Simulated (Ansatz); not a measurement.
The B1–H2 bond of BH5OSi (SMILES BO[SiH3]) is stretched (multiplicity 1, the rest rigid).
Geometry at rest (charge 0, multiplicity 1):
```json
[
 {"atom": "B", "x (Å)": "-0.3553", "y (Å)": "0.1677", "z (Å)": "1.7461"},
 {"atom": "H", "x (Å)": "-1.1220", "y (Å)": "0.7228", "z (Å)": "2.4744"},
 {"atom": "H", "x (Å)": "0.5157", "y (Å)": "-0.5422", "z (Å)": "2.1656"},
 {"atom": "O", "x (Å)": "-0.4893", "y (Å)": "0.3573", "z (Å)": "0.4177"},
 {"atom": "Si", "x (Å)": "0.3307", "y (Å)": "-0.2012", "z (Å)": "-0.9148"},
 {"atom": "H", "x (Å)": "0.8626", "y (Å)": "0.9682", "z (Å)": "-1.6432"},
 {"atom": "H", "x (Å)": "-0.6298", "y (Å)": "-0.9343", "z (Å)": "-1.7642"},
 {"atom": "H", "x (Å)": "1.4354", "y (Å)": "-1.0943", "z (Å)": "-0.4978"}
]
```

Frozen-core correlation.

Programs: Ansatz (a first-principles code). Each number belongs to the level named beside it.

Energies above the point at 1.194 Å (the B3LYP-D3(BJ) bond length), FIC-MRCISD+Q on CASSCF(2,2)/cc-pV(T+d)Z (kcal/mol): 4.83 at 1.075 Å; 3.14 at 1.314 Å; 108.12 at 3.822 Å.

Task: Take the last value as the depth D of a Morse curve D(1 − e^(−a(R − R₀)))², fit a and R₀ to the two near points, and test it at 1.612 and 2.090 Å.

Result: 
With D = 108.1, both near points (counted from the curve's value at 1.194 Å) are met by a = 1.59 Å⁻¹ and R₀ = 1.196 Å, so k = 2Da² = 544 kcal/(mol Å²). The curve then gives 25.3 and 62.1 kcal/mol; the level itself gives 25.1 and 63.9, so Morse is off by 0.1 and -1.8.
